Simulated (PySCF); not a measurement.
B(AsH2)2(F) (As2BFH4), SMILES FB([AsH2])[AsH2].

Coordinates come from a B3LYP-D3(BJ)/def2-SVP optimisation. The structure was generated by enumeration, and PubChem lists no compound with its InChIKey, so it may never have been made.

The numbers are results of PBE/def2-TZVP (PySCF), not measurements.

Gas-phase values at a fixed geometry.

Computed frontier levels, gap, dipole moment and polarisability:
The highest occupied level comes out as -6.10 eV and the lowest empty level is -2.29 eV. The orbital gap is 3.80 eV, the dipole moment is 0.41 D and the quadrupole, principal values (traceless, Buckingham form, about the centre of nuclear charge) comes out as -3.60, -0.26, 3.86 D·Å. The mean static polarisability is 81.4 bohr³ (12.06 Å³) and the polarisability, principal values comes out as 64.0, 71.9, 108.2 bohr³.
